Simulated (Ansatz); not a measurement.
Reactions of H$_{9}$MgNOSi$_{3}$ (`[SiH3][O][Mg][N]([SiH3])[SiH3]`).

Isolated molecules relaxed with PBE0-D4/def2-TZVP in Ansatz; ΔE leaves out vibrations. CCSD(T)/CBS is the MP2 limit (def2-TZVPP, def2-QZVPP) plus CCSD(T) − MP2 in def2-TZVPP, frozen cores. This one scheme is used for every species. For Br, Ga, Mg, Se outer-core shells are correlated without core-valence functions, which leaves a few kJ/mol of doubt a bond. Scalar relativity is left out up to krypton. One conformer a species, not always the lowest.

Task: Order these by ΔE at CCSD(T)/CBS, lowest first. (Best estimate.)
A. `[SiH3][O][Mg][N]([SiH3])[SiH3]` + `CO[Si]Cl` → `C[O][Mg][O][SiH3]` + `[SiH3]N([SiH3])[Si]Cl`
B. `[SiH3][O][Mg][N]([SiH3])[SiH3]` + `CS[Si]S` → `C[S][Mg][O][SiH3]` + `[SiH3]N([SiH3])[Si]S`
C. `[SiH3][O][Mg][N]([SiH3])[SiH3]` + `N[SiH]` → `[NH2][Mg][O][SiH3]` + `[SiH]N([SiH3])[SiH3]`
D. `[SiH3][O][Mg][N]([SiH3])[SiH3]` + silanol → `[SiH3][O][Mg][O][SiH3]` + `[SiH3]N[SiH3]`
E. `[SiH3][O][Mg][N]([SiH3])[SiH3]` + `NCS` → `NCS[SiH3]` + `[OH][Mg][N]([SiH3])[SiH3]`
F. `[SiH3][O][Mg][N]([SiH3])[SiH3]` + `[OH][Ga]([Br])[Br]` → `[SiH3][O][Ga]([Br])[Br]` + `[OH][Mg][N]([SiH3])[SiH3]`
G. `[SiH3][O][Mg][N]([SiH3])[SiH3]` + `N=C(N)[SeH]` → `N=C(N)[Se][SiH3]` + `[OH][Mg][N]([SiH3])[SiH3]`

Result: D (-58.4 kJ/mol), B (+0.4 kJ/mol), A (+17.8 kJ/mol), F (+26.1 kJ/mol), C (+46.4 kJ/mol), G (+60.9 kJ/mol), E (+70.0 kJ/mol).

Largest T1 diagnostic: 0.015, for `N[SiH]`.
